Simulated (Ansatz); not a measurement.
Molecule: C3H9BrGeO3 (charge 0, singlet). 
Structure (B3LYP-D3(BJ)/def2-TZVP (Ansatz, an electronic-structure program) minimum search):
SMILES: C[O][Ge]([Br])([O]C)[O]C
```xyz
17

C      0.5738    -2.5795     0.7073
O      0.3892    -1.2787     1.2606
Ge     0.2780     0.1417     0.2151
Br    -1.3101    -0.2022    -1.4219
O     -0.1081     1.4966     1.2637
C     -1.2552     1.4465     2.1123
O      1.7868     0.4912    -0.6179
C      2.9296     0.8671     0.1567
H      1.4990    -2.6420     0.1278
H     -0.2650    -2.8631     0.0663
H      0.6321    -3.2778     1.5420
H     -2.1775     1.3853     1.5279
H     -1.2073     0.5969     2.7973
H     -1.2656     2.3710     2.6889
H      3.7585     0.9858    -0.5405
H      2.7614     1.8121     0.6778
H      3.1902     0.0973     0.8885
```
Charge 0, spin multiplicity 1.

Parts of the frozen-core correlation energy in aug-cc-pVTZ (Ansatz, hartree). Frozen orbitals: 34; correlated occupied orbitals by spin: 25 and 25; virtual: 542 and 542. Spin-orbit coupling is left out. No relativistic terms.

```csv
term,value
reference (HF),-4991.53683
MP2 opposite-spin,-1.17056
MP2 same-spin,-0.37271
CCSD correlation,-1.59279
(T),-0.06582
T1 diagnostic,0.012
largest doubles amplitude,0.006
```
